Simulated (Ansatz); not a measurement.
Consider the ligand exchange at the Hf–S bond: `[SH][Hf]([SH])([Cl])[Cl]` + HCl → `[SH][Hf]([Cl])([Cl])[Cl]` + H₂S.

Isolated molecules relaxed with PBE0-D4/def2-TZVP in Ansatz; ΔE leaves out vibrations. CBS: MP2 limit from def2 TZ/QZ plus the TZ coupled-cluster correction, frozen cores. This one scheme is used for every species. Functionals use def2-TZVPP. Elements past krypton have def2 core potentials. For Hf outer-core shells are correlated without core-valence functions, which leaves a few kJ/mol of doubt a bond. Each species was taken in one conformer, which may not be the lowest.

`[SH][Hf]([SH])([Cl])[Cl]`:

```xyz
7

S    -1.441   -0.711   -1.720
Hf    0.170    0.310   -0.243
S    -0.755    0.016    1.971
Cl    0.352    2.571   -0.756
Cl    2.226   -0.781   -0.355
H    -0.915   -1.921   -1.434
H     0.363    0.517    2.537
```

HCl:

Z-matrix (Å, degrees):
```
Cl
H 1 1.279
```

`[SH][Hf]([Cl])([Cl])[Cl]`:

Cartesian coordinates in Å:
```
S 0.986 -1.534 0.773
Hf 0.022 0.405 -0.294
Cl 1.733 1.370 -1.525
Cl -1.748 -0.266 -1.643
Cl -0.796 1.846 1.336
H -0.198 -1.821 1.354
```

H₂S:

Cartesian coordinates in Å:
```
S 0.586 0.165 -0.113
H -0.533 0.144 -0.853
H -0.054 -0.309 0.966
```

(1) Is it downhill or uphill in electronic energy at CCSD(T)/CBS, and by how much? (Best estimate.)

(2) What do these levels give: B97M-V, BHLYP-D4, PBE, HF/def2-TZVPP, SCS-MP2/def2-QZVPP, MP2/CBS(def2)? (Estimate.)

(3) What do rigid-rotor, harmonic-oscillator terms from PBE0-D4/def2-TZVP frequencies (298.15 K, 1 bar) make of the CCSD(T)/CBS value? (Best estimate.)

Largest T1 diagnostic among the species: 0.015.

Answers

(1) Ansatz gave: Downhill: ΔE = -15.6 kcal/mol.

(2) Ansatz gave: B97M-V -16.6, BHLYP-D4 -17.0, PBE -15.1, HF/def2-TZVPP -19.3, SCS-MP2/def2-QZVPP -15.9, MP2/CBS(def2) -15.3 kcal/mol.

(3) The calculation gave: ΔZPE = +0.5 kcal/mol, ΔH = -15.3 kcal/mol, ΔS = 5 J/(mol·K), ΔG = -15.7 kcal/mol.

In def2-TZVPP, CCSD(T) changes the Hartree–Fock value by +4.0 kcal/mol (the triples alone add +0.7 kcal/mol) and MP2 by +4.3 kcal/mol. Leaving LDA and LC-ωPBE aside and taking each functional with its dispersion term where it has one, the values, not all of them listed here, spread over 2.3 kcal/mol, from BHLYP-D4 to PBE-D4. LDA lies +0.7 kcal/mol from PBE without D4. From BLYP to BHLYP (50 % exact exchange), in def2-TZVPP and without D4, ΔE moves by −1.2 kcal/mol.
